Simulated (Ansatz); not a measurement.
Consider the ligand exchange at the Si–O bond: `N[SiH2][O][GeH3]` + `N[SiH](O)Cl` → `N[SiH2]O[SiH](N)Cl` + `[OH][GeH3]`.

Calculated with Ansatz (gas phase, PBE0-D4/def2-TZVP geometries, no zero-point term in ΔE). CCSD(T)/CBS adds triple-zeta CCSD(T) − MP2 to the extrapolated MP2 energy (def2 sets, frozen cores). Functionals use def2-TZVPP. For Ge outer-core shells are correlated without core-valence functions, which leaves a few kJ/mol of doubt a bond. Scalar relativity is left out up to krypton. One conformer a species, not always the lowest.

`N[SiH2][O][GeH3]`:

```xyz
11

N    -0.157   -2.405   -0.102
Si    0.061   -0.803   -0.643
O    -0.071    0.321    0.541
Ge    0.039    2.088    0.610
H    -1.073   -2.744    0.141
H     0.557   -2.867    0.437
H     1.425   -0.719   -1.230
H    -0.981   -0.538   -1.670
H    -0.202    2.461    2.078
H     1.442    2.516    0.146
H    -1.041    2.689   -0.306
```

`N[SiH](O)Cl`:

Cartesian coordinates in Å:
```
N 0.412 0.660 0.922
Si -0.028 -0.032 -0.567
O -0.141 -1.656 -0.451
Cl -1.825 0.854 -1.035
H 0.077 1.572 1.185
H 1.282 0.427 1.373
H 0.881 0.176 -1.708
H -0.657 -2.001 0.280
```

`N[SiH2]O[SiH](N)Cl`:

Cartesian coordinates in Å:
```
N 1.265 -1.034 -0.936
Si 0.745 0.517 -1.438
O -0.274 1.203 -0.344
Si -1.256 0.653 0.822
N -0.343 -0.080 2.050
Cl -2.589 -0.651 -0.095
H 2.219 -1.208 -0.669
H 0.792 -1.873 -1.227
H 0.015 0.425 -2.723
H 1.936 1.393 -1.530
H -2.073 1.741 1.386
H -0.779 -0.317 2.927
H 0.343 -0.769 1.778
```

`[OH][GeH3]`:

```xyz
6

O    -0.336   -1.294   -0.308
Ge   -0.076    0.419    0.111
H     0.484   -1.761   -0.478
H    -1.486    0.971    0.340
H     0.631    1.143   -1.051
H     0.784    0.523    1.386
```

```tsv
level	ΔE (kJ/mol)
ωB97X-V	-4.7
B2PLYP	-0.9
r2SCAN	-2.8
HF/def2-TZVPP	0.4
SCS-MP2/def2-TZVPP	-2.3
CCSD(T)/def2-TZVPP	-2.9
MP2/def2-QZVPP	-3.2
CCSD/CBS(def2)	-2.9
```

Q: What does CCSD(T)/CBS give? (Best estimate.)

A: Computed: -3.6 kJ/mol. The listed levels differ from it by -1.1, 2.7, 0.8, 4.0, 1.3, 0.7, 0.4, 0.7 kJ/mol.

Largest T1 diagnostic among the species: 0.012.

The D4 term adds −7.6 kJ/mol with B3LYP and −4.6 kJ/mol with PBE0; it sums over pairs of atoms, weighted by their polarisabilities, and B3LYP, whose exchange is more repulsive, gets the larger term. In def2-TZVPP, CCSD(T) changes the Hartree–Fock value by −3.3 kJ/mol (the triples alone add −0.6 kJ/mol) and MP2 by −3.3 kJ/mol.

B3LYP here is the variant with VWN-RPA as its local correlation; programs differ in this.
